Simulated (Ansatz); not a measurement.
Relaxation of CH₆ClGaO (10 atoms, charge 0, multiplicity 1), to a largest force component of 0.03 eV/Å in at most 50 steps.

Level of theory: RKS B3LYP/def2-SVP (Ansatz).

```xyz
10
Properties=species:S:1:pos:R:3:forces:R:3
Ga -0.583 -0.331 -0.166 0.54 -0.36 -0.81
H 0.674 2.004 -1.159 -0.39 2.32 1.01
C 0.232 -0.365 1.612 -0.01 0.05 -0.04
Cl -2.642 0.224 -0.591 0.02 -0.02 -0.01
H 0.795 1.372 -1.446 0.46 -2.08 -1.02
O 0.416 -0.865 -1.622 -0.61 0.11 0.70
H 1.293 -0.089 1.523 0.01 -0.03 0.00
H -0.275 0.330 2.296 -0.02 -0.03 0.01
H 0.160 -1.388 2.012 0.01 0.03 0.02
H -0.070 -0.893 -2.460 0.00 0.02 0.12
```

**Question.** Where does it end, and by what steps?

**Answer.** The run converged. The force dipped under the threshold on the way, but the program's further checks kept it going. After 23 steps the energy has fallen by 0.167 eV; H2 moved furthest, 1.69 Å.

```csv
step,energy less start (eV),largest force component (eV/Å),accepted
0,0.0000,2.316,yes
1,-0.1243,0.424,yes
2,-0.1374,0.353,yes
3,-0.1401,0.264,yes
4,-0.1416,0.236,yes
5,-0.1437,0.109,yes
6,-0.1453,0.217,yes
7,-0.1472,0.167,yes
8,-0.1515,0.240,yes
9,-0.1530,0.397,yes
10,-0.1531,0.289,yes
11,-0.1585,0.021,yes
12,-0.1603,0.108,yes
13,-0.1615,0.205,yes
14,-0.1621,0.199,yes
15,-0.1641,0.097,yes
16,-0.1648,0.035,yes
17,-0.1653,0.032,yes
18,-0.1655,0.150,yes
19,-0.1660,0.066,yes
20,-0.1662,0.025,yes
21,-0.1665,0.014,yes
22,-0.1664,0.061,no
23,-0.1666,0.028,yes
```

```xyz
10
Properties=species:S:1:pos:R:3
Ga -0.750 -0.549 0.080
H 1.635 2.495 -2.466
C 0.060 -0.606 1.858
Cl -2.865 -0.886 -0.308
H 1.354 1.857 -2.156
O 0.218 -0.207 -1.390
H 1.115 -0.303 1.800
H -0.482 0.064 2.541
H -0.003 -1.630 2.256
H -0.283 -0.234 -2.216
```

Whether the end is a true minimum wasn't checked by a vibrational analysis.

Run time: 75 s on 2 threads of Intel(R) Xeon(R) Platinum 8375C CPU @ 2.90GHz (Ice Lake) (shared host), peak memory 0.28 GiB.
